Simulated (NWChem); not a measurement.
Atomisation of bromine (Br₂)

```
Br
Br 1 2.2983
```
Charge 0, spin multiplicity 1.

All runs are NWChem calculations. All single points use one geometry, from PBE0/def2-SVP, a minimum by its harmonic frequencies.

Basis set: def2-TZVP. The atomisation energy is electronic alone: no zero-point, thermal, spin-orbit or counterpoise terms. No value is extrapolated to the basis-set limit. Free atoms are single determinants with multiplicities Br 2. Correlated methods freeze the same cores in atoms and molecule, 18 orbitals in all.

The Hamiltonian is non-relativistic. B3LYP has NWChem's definition, with VWN1-RPA local correlation. The stability of the SCF solutions was not checked. Open-shell Hartree-Fock references start from PBE0 orbitals. Coupled-cluster values serve here as a point of comparison, not as the truth.

Q: For the atomisation energy, CCSD(T) gives 47.2 kcal/mol and B3LYP gives 48.6 kcal/mol. What do CAM-B3LYP, HF, MP2 give?

A: CAM-B3LYP: 46.7 kcal/mol; HF: 15.3 kcal/mol; MP2: 50.9 kcal/mol.
